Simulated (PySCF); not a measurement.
# How the method changes the shape and vibrations of B2FH2O cation

Calculated results; nothing here was measured. The program is PySCF 2.14.0, an open-source quantum chemistry code, run on an isolated molecule that a program drew, which may never have been made. The molecule is B2FH2O cation (charge +1, singlet), drawn as the SMILES string `OB[B+]F`.

The geometry was optimised and harmonic frequencies were computed with HF and MP2, all in the cc-pVDZ basis, for the commonest isotopes, with a restricted reference for singlets and an unrestricted one otherwise, and a frozen core in MP2. Each result is a local minimum of its method.

Geometry at the HF minimum:
```xyz
6
B2FH2O cation, angstrom
O    -2.0540    0.8445   -0.5550
B    -2.4880    1.3296    0.5724
B    -2.3866    0.3978    2.1139
F    -2.3582   -0.1602    3.2012
H    -1.6608   -0.0123   -0.6552
H    -2.9822    2.3955    0.7237
```

Lengths of the bonds as drawn, in Å (atoms numbered as above):
| bond | HF | MP2 |
|---|---|---|
| O1-B2 | 1.302 | 1.322 |
| B2-B3 | 1.804 | 1.780 |
| B3-F4 | 1.223 | 1.241 |
| O1-H5 | 0.948 | 0.971 |
| B2-H6 | 1.185 | 1.194 |

Rotational constants, in GHz:
```
constant,HF,MP2
A,49.26,50.15
B,3.273,3.23
C,3.069,3.035
```

Harmonic frequencies in cm^-1, each column in rising order, so a row needn't be the same motion in every method:
| rank | HF | MP2 |
|---|---|---|
| 1 | 181 | 165 |
| 2 | 291 | 268 |
| 3 | 435 | 431 |
| 4 | 615 | 610 |
| 5 | 634 | 647 |
| 6 | 905 | 878 |
| 7 | 1002 | 962 |
| 8 | 1153 | ? |
| 9 | 1511 | 1442 |
| 10 | 1733 | 1665 |
| 11 | 2849 | 2769 |
| 12 | 4133 | 3827 |

**Estimate the missing MP2 frequency from the HF column.**

A single factor s that minimises the squared misfit of MP2 against s times HF over the other rows is sum(HF x MP2) / sum(HF^2) = 0.9465, with an rms misfit of 40 cm^-1. For rank 8 it gives 0.9465 x 1153 = 1091 cm^-1. The calculation gives 1106 cm^-1, 15 cm^-1 above the estimate. The drawn bonds are on average 1.0 % longer in MP2 than in HF.
